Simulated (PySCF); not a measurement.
Cl₃Ge, doublet, at a GFN2-xTB geometry, atoms displaced at random by about 0.03 Å a coordinate; HF/6-31G, gradient by finite differences in PySCF.

Here is a job for PySCF.
```python
from pyscf import gto, scf

mol = gto.Mole()
mol.atom = '''
    Cl   -1.453651   -1.330493   -0.303774
    Ge   -0.028864    0.012098    0.514560
    Cl   -0.401786    1.990214   -0.398821
    Cl    1.898856   -0.627768   -0.297070
'''
mol.basis = '6-31g'
mol.charge = 0
mol.spin = 1
mol.verbose = 4
mol.build()

mf = scf.UHF(mol)
mf.conv_tol = 1e-11
mf.kernel()
scan, done = mf.as_scanner(), []
scan.scf_summary = {}
def energy(d):
    c = mol.atom_coords()
    c[1, 0] += d
    e = scan(mol.set_geom_(c, unit='Bohr', inplace=False))
    done.append(scan.converged)
    return e
h = 1e-5
fd = (energy(h) - energy(-h)) / (2 * h)
print('dE/dx =', fd)
```

What the program printed (banner, timings and long lists left out):

```
PySCF version 2.14.0

[INPUT] verbose = 4
[INPUT] num. atoms = 4
[INPUT] num. electrons = 83
[INPUT] charge = 0
[INPUT] spin (= nelec alpha-beta = 2S) = 1
[INPUT] symmetry False subgroup None
[INPUT] Mole.unit = angstrom
[INPUT] Symbol           X                Y                Z      unit          X                Y                Z       unit  Magmom
[INPUT]  1 Cl    -1.453651000000  -1.330493000000  -0.303774000000 AA   -2.747002270700  -2.514267380651  -0.574049663764 Bohr   0.0
[INPUT]  2 Ge    -0.028864000000   0.012098000000   0.514560000000 AA   -0.054545054859   0.022861906655   0.972377474656 Bohr   0.0
[INPUT]  3 Cl    -0.401786000000   1.990214000000  -0.398821000000 AA   -0.759265500684   3.760959389275  -0.753662462725 Bohr   0.0
[INPUT]  4 Cl     1.898856000000  -0.627768000000  -0.297070000000 AA    3.588317789987  -1.186309589766  -0.561380939825 Bohr   0.0

nuclear repulsion = 529.907688584235
number of shells = 32
number of NR pGTOs = 228
number of NR cGTOs = 66
basis = 6-31g
ecp = {}

******** <class 'pyscf.scf.uhf.UHF'> ********
method = UHF
initial guess = minao
damping factor = 0
level_shift factor = 0
DIIS = <class 'pyscf.scf.diis.CDIIS'>
diis_start_cycle = 1
diis_space = 8
diis_damp = 0
SCF conv_tol = 1e-11
SCF conv_tol_grad = None
SCF max_cycles = 50
direct_scf = True
direct_scf_tol = 1e-13
number electrons alpha = 42  beta = 41
Set gradient conv threshold to 3.16228e-06
init E= -3453.11982102721

cycle= 1 E= -3453.41966862625  delta_E= -0.3  |g|= 0.268  |ddm|= 1.66
cycle= 2 E= -3453.48832071063  delta_E= -0.0687  |g|= 0.126  |ddm|= 0.829
cycle= 3 E= -3453.49816408806  delta_E= -0.00984  |g|= 0.0302  |ddm|= 0.206
cycle= 4 E= -3453.49932141639  delta_E= -0.00116  |g|= 0.0129  |ddm|= 0.0806
cycle= 5 E= -3453.49975745393  delta_E= -0.000436  |g|= 0.00403  |ddm|= 0.07
cycle= 6 E= -3453.49980227332  delta_E= -4.48e-05  |g|= 0.00181  |ddm|= 0.0208
cycle= 7 E= -3453.49981537923  delta_E= -1.31e-05  |g|= 0.000771  |ddm|= 0.0111
cycle= 8 E= -3453.49981784207  delta_E= -2.46e-06  |g|= 0.000218  |ddm|= 0.00562
cycle= 9 E= -3453.49981796042  delta_E= -1.18e-07  |g|= 8.43e-05  |ddm|= 0.00105
cycle= 10 E= -3453.49981797618  delta_E= -1.58e-08  |g|= 3.28e-05  |ddm|= 0.000396
cycle= 11 E= -3453.49981797905  delta_E= -2.87e-09  |g|= 1.28e-05  |ddm|= 0.000168
cycle= 12 E= -3453.49981797962  delta_E= -5.69e-10  |g|= 6.31e-06  |ddm|= 6.21e-05
cycle= 13 E= -3453.49981797975  delta_E= -1.32e-10  |g|= 2.54e-06  |ddm|= 3.35e-05
cycle= 14 E= -3453.49981797978  delta_E= -2.86e-11  |g|= 1.08e-06  |ddm|= 1.51e-05
cycle= 15 E= -3453.49981797978  delta_E= 4.55e-13  |g|= 4.48e-07  |ddm|= 6.22e-06
Extra cycle  E= -3453.49981797978  delta_E= -5.91e-12  |g|= 2.86e-07  |ddm|= 1.24e-06
converged SCF energy = -3453.49981797978  <S^2> = 0.75910484  2S+1 = 2.0090842
Create scanner for <class 'pyscf.scf.uhf.UHF'>

WARN: Mole.unit (angstrom) is changed to Bohr

New geometry
   1 Cl    -1.453651000000  -1.330493000000  -0.303774000000 AA   -2.747002270700  -2.514267380651  -0.574049663764 Bohr
   2 Ge    -0.028858708228   0.012098000000   0.514560000000 AA   -0.054535054859   0.022861906655   0.972377474656 Bohr
   3 Cl    -0.401786000000   1.990214000000  -0.398821000000 AA   -0.759265500684   3.760959389275  -0.753662462725 Bohr
   4 Cl     1.898856000000  -0.627768000000  -0.297070000000 AA    3.588317789987  -1.186309589766  -0.561380939825 Bohr

******** <class 'pyscf.scf.hf.UHF_Scanner'> ********
method = UHF_Scanner
initial guess = minao
damping factor = 0
level_shift factor = 0
DIIS = <class 'pyscf.scf.diis.CDIIS'>
diis_start_cycle = 1
diis_space = 8
diis_damp = 0
SCF conv_tol = 1e-11
SCF conv_tol_grad = None
SCF max_cycles = 50
direct_scf = True
direct_scf_tol = 1e-13
number electrons alpha = 42  beta = 41
Set gradient conv threshold to 3.16228e-06
init E= -3453.49981812085
cycle= 1 E= -3453.49981812978  delta_E= -8.93e-09  |g|= 1.18e-06  |ddm|= 6.42e-06
cycle= 2 E= -3453.49981812978  delta_E= -6.82e-12  |g|= 5.11e-07  |ddm|= 2.78e-06
Extra cycle  E= -3453.49981812978  delta_E= 2.73e-12  |g|= 2.24e-07  |ddm|= 1.24e-06
converged SCF energy = -3453.49981812978  <S^2> = 0.75910479  2S+1 = 2.0090842

WARN: Mole.unit (angstrom) is changed to Bohr

New geometry
   1 Cl    -1.453651000000  -1.330493000000  -0.303774000000 AA   -2.747002270700  -2.514267380651  -0.574049663764 Bohr
   2 Ge    -0.028869291772   0.012098000000   0.514560000000 AA   -0.054555054859   0.022861906655   0.972377474656 Bohr
   3 Cl    -0.401786000000   1.990214000000  -0.398821000000 AA   -0.759265500684   3.760959389275  -0.753662462725 Bohr
   4 Cl     1.898856000000  -0.627768000000  -0.297070000000 AA    3.588317789987  -1.186309589766  -0.561380939825 Bohr

******** <class 'pyscf.scf.hf.UHF_Scanner'> ********
method = UHF_Scanner
initial guess = minao
damping factor = 0
level_shift factor = 0
DIIS = <class 'pyscf.scf.diis.CDIIS'>
diis_start_cycle = 1
diis_space = 8
diis_damp = 0
SCF conv_tol = 1e-11
SCF conv_tol_grad = None
SCF max_cycles = 50
direct_scf = True
direct_scf_tol = 1e-13
number electrons alpha = 42  beta = 41
Set gradient conv threshold to 3.16228e-06
init E= -3453.4998178477
cycle= 1 E= -3453.49981782975  delta_E= 1.79e-08  |g|= 2.37e-06  |ddm|= 1.27e-05
cycle= 2 E= -3453.49981782977  delta_E= -1.27e-11  |g|= 9.83e-07  |ddm|= 5.48e-06
cycle= 3 E= -3453.49981782976  delta_E= 6.37e-12  |g|= 2.34e-07  |ddm|= 1.74e-06
Extra cycle  E= -3453.49981782976  delta_E= 1.82e-12  |g|= 1.25e-07  |ddm|= 7.37e-07
converged SCF energy = -3453.49981782976  <S^2> = 0.75910477  2S+1 = 2.0090841
dE/dx = -0.015001046449469866
```
